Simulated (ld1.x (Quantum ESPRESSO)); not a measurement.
Reading a pseudo-wave (Al)

Columns: radius, all-electron u(r) and pseudo u(r) of the 3s shell (level -23.94 eV) of aluminium in the configuration [Ne] 3s1 3p0; LDA (PZ), scalar-relativistic, PAW scheme, ld1.x (Quantum ESPRESSO) 7.5.

```
r (bohr)  all-electron  pseudo
   0.110        0.1251  0.0738
   0.220       -0.1429  0.1468
   0.330       -0.3178  0.2183
   0.440       -0.3541  0.2874
   0.550       -0.2916  0.3536
   0.660       -0.1737  0.4160
   0.770       -0.0317  0.4742
   0.880        0.1141  0.5277
   0.990        0.2515  0.5759
   1.100        0.3740  0.6187
   1.210        0.4784  0.6556
   1.320        0.5638  0.6865
   1.430        0.6308  0.7113
   1.540        0.6804  0.7299
   1.650        0.7145  0.7423
   1.760        0.7348  0.7485
   1.870        0.7431  0.7486
   1.980        0.7412  0.7427
   2.090        0.7308  0.7310
   2.200        0.7134  0.7134
   2.310        0.6905  0.6905
   2.420        0.6633  0.6633
   2.530        0.6330  0.6330
   2.640        0.6005  0.6005
   2.750        0.5667  0.5667
   2.860        0.5322  0.5322
```

Q: How many radial nodes do the two functions have?

A: The all-electron 3s function has n − l − 1 = 2; the pseudo-wave has 0, since the states of the same l below it are removed with the core.

Q: At about which radius was the pseudo-wave matched?

A: 2.20 bohr. The columns agree to 0.0005 from 2.09 bohr on; several derivatives are matched, so the curves merge somewhat inside the radius.

Q: Is the pseudo-wave norm-conserving?

A: No, it belongs to a PAW set: the norm inside the radius is not constrained, and the difference is carried by the augmentation charge.
